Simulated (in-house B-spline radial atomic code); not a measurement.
Results of a calculation; reference values are marked as such.
## Ghost states of the separable form: Ti

Ti, [Ar] 3d2 4s2, non-relativistic LDA (VWN5), spherical and spin-unpolarised, from a B-spline radial code for spherical atoms (atomic units; all potentials screened as in the neutral atom).

Troullier-Martins channels: 4s (ε = -0.1671, r_c = 3.111 bohr), 3d (ε = -0.1700, r_c = 3.111 bohr). In the Kleinman-Bylander form one channel serves as the local potential, and each other channel l becomes |δV u><u δV|/<u|δV|u>, with δV = V_l − V_local and u the pseudo-orbital. Its strength is E_KB = <u|δV²|u>/<u|δV|u>. By the analysis of Gonze, Stumpf and Scheffler a spurious state lies below the reference level ε if E_KB > 0 and ε is above the second level of the local potential alone, or if E_KB < 0 and ε is above its first. The table's levels are those of angular momentum l in a sphere of 9 bohr, whose wall can lift a shallow ε a little above its free-atom value.

```json
{"local": "s", "channel": "d", "<u δV u>": "-2.3472", "<u δV² u>": "9.9515", "ε": "-0.1700", "first local level": "0.0749", "second local level": "0.3258"}
{"local": "d", "channel": "s", "<u δV u>": "0.13089", "<u δV² u>": "0.62897", "ε": "-0.1658", "first local level": "-3.5318", "second local level": "-0.3506"}
```

(1) Apply the rule to each row.

Diagonalising the separable Hamiltonian gives:

```
local  channel       three lowest levels  all-electron, two lowest valence levels
    s        d   -0.1700, 0.1050, 0.3984                          -0.1700, 0.1010
    d        s  -1.0970, -0.1658, 0.1084                          -0.1658, 0.1071
```

(2) Which choices of local channel are safe?

## Answers

(1) Local s, channel d: E_KB = -4.24, so ε = -0.1700 is set against 0.0749: no ghost. Local d, channel s: E_KB = +4.81, so ε = -0.1658 is set against -0.3506: a ghost.

(2) Free of ghosts: s. With d local the s channel has a ghost 0.93 hartree below ε, since the local potential binds more than one state below ε, and a repulsive term of rank one raises each level at most to the next, so it clears only one of them. Among the safe choices the second level, which tests transfer, is off by at most 4.0 millihartree (s local).
